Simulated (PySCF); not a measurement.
Compound: C6H6N2S.
Bonds: N1–C2, C2–C3 (aromatic), C3–S4 (aromatic), S4–C5 (aromatic), C5–C6 (aromatic), C6–C7 (aromatic), C7–N8 (aromatic), N8–C9 (aromatic), C2–C9 (aromatic), C5–C9 (aromatic). Hydrogens: H10, H11 on N1; H12 on C3; H13 on C6; H14 on C7; H15 on N8.

Probes without a nucleus sit at each ring's centroid and 1 Å off its mean plane on both sides; NICS is minus the shielding there, NICSzz its component along the normal. Level: GIAO PBE0/pcSseg-1 (PySCF, non-relativistic, gas phase) on the GFN2-xTB geometry, one conformer.

Rings: 1. C2–C3–S4–C5–C9; 2. C5–C6–C7–N8–C9.

```
set  NICS(0)  NICS(1), two faces  NICS(1)zz, two faces
  P    -13.6       -10.9 / -10.9         -28.2 / -28.3
  Q    -12.3         -9.4 / -9.2         -19.9 / -19.6
```

**Question.** Which set (ppm) belongs to which ring?

**Answer.** P = 2, Q = 1.
- 1 (5-membered ring with S; formal bonds all aromatic): mean NICS(1)zz -19.7 ppm, shielded.
- 2 (5-membered ring with N; formal bonds all aromatic): mean NICS(1)zz -28.3 ppm, shielded. For a flat ring without four-coordinate atoms the NICS criterion counts such a value as aromatic, though in fused rings the probe also feels the neighbouring ring.

**Question.** How do the rings differ in shape?

**Answer.** 
```csv
ring,bond lengths (Å),rms pucker (Å),HOMA,nearest outside atom to a NICS(1) probe (Å)
1,"1.363, 1.744, 1.729, 1.393, 1.421",0.00,0.78,hydrogen 2.52
2,"1.407, 1.370, 1.367, 1.363, 1.393",0.00,0.93,hydrogen 2.38
```

HOMA = 1 − mean of α(R − Ropt)² over the ring bonds, with Krygowski's 1993 parameters (CC: Ropt 1.388 Å, α 257.7 Å⁻²; CN: Ropt 1.334 Å, α 93.52 Å⁻²; CS: Ropt 1.677 Å, α 94.09 Å⁻²).

Conformer computed: `[NH2:1][c:2]1[cH:3][s:4][c:5]2[cH:6][cH:7][nH:8][c:9]12`: H–N1–C2–C3 144°, H–N1–C2–C3 16°.
